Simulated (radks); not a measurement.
Values are calculated unless marked as measured or tabulated.
Problem. The mean radii <r> (bohr) of the occupied orbitals of an atom or ion are listed with their occupations. Level of theory: Dirac Kohn-Sham, PBE, spin-unpolarised, spherical densities, point nucleus (a radial shooting solver on a logarithmic mesh with Libxc functionals).

| orbital | occ. | <r> |
|---|---|---|
| 1s1/2 | 2 | 0.07304 |
| 2s1/2 | 2 | 0.3433 |
| 2p1/2 | 2 | 0.3059 |
| 2p3/2 | 4 | 0.3085 |
| 3s1/2 | 2 | 1.075 |
| 3p1/2 | 2 | 1.162 |
| 3p3/2 | 4 | 1.170 |
| 3d3/2 | 0.4 | 1.698 |
| 3d5/2 | 0.6 | 1.702 |
| 4s1/2 | 1 | 3.369 |

Name the element and its charge. Open shells, if any, are shared by 2j + 1.

Solution. Z = 21, scandium, charge +1: Sc+ in [Ar] 3d1 4s1. The 1s radius gives Z: for a bare nucleus <r> = (2 gamma + 1)/(2Z) with gamma = sqrt(1 - (Z/c)^2), 0.07087 bohr for Z = 21, and screening makes it slightly larger (0.07304 here). The occupations add up to 20, and the charge is Z minus that.
